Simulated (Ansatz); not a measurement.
**From Ti(SH)F3 to Ti(SH)Cl3: predicting a member**

On one Ti centre that keeps SH, n of the F ligands are replaced by Cl. The HOMO–LUMO gap y in eV at wB97M-V/def2-TZVPP. Shapes, held fixed at every level: PBE0-D4/def2-TZVP. Flexible molecules stand in one conformer, not always the lowest. Programs: Ansatz 0.2.0.

```
  molecule  n  y (eV)
  Ti(SH)F3  0    9.70
Ti(SH)ClF2  1    9.43
Ti(SH)Cl2F  2       ?
 Ti(SH)Cl3  3    8.97
```

**Question.** Fit y = c + s·n to the known rows and predict Ti(SH)Cl2F.

**Answer.** 
1. Means of the 3 rows: n = 1.33333, y = 9.367.
2. Σ(Δn)² = 4.6667, Σ(Δn·Δy) = -1.1267, so the slope is -1.1267/4.6667 = -0.24143.
3. Intercept: 9.367 − (-0.24143) × 1.33333 = 9.689. The largest residual of the fit is 0.018.
4. Ti(SH)Cl2F: 9.689 + (-0.24143) × 2 = 9.21 eV.

The run gave 9.15 eV, so the prediction is off by +0.06 eV, more than the scatter of the fit. The steps per swap are -0.27, -0.28, -0.18 eV. Other levels give for Ti(SH)Cl2F: B3LYP-D4/def2-TZVPP 4.40; PBE0-D4/def2-TZVPP 4.88 eV. Orbital gaps aren't excitation energies, and the LUMO depends on the basis.
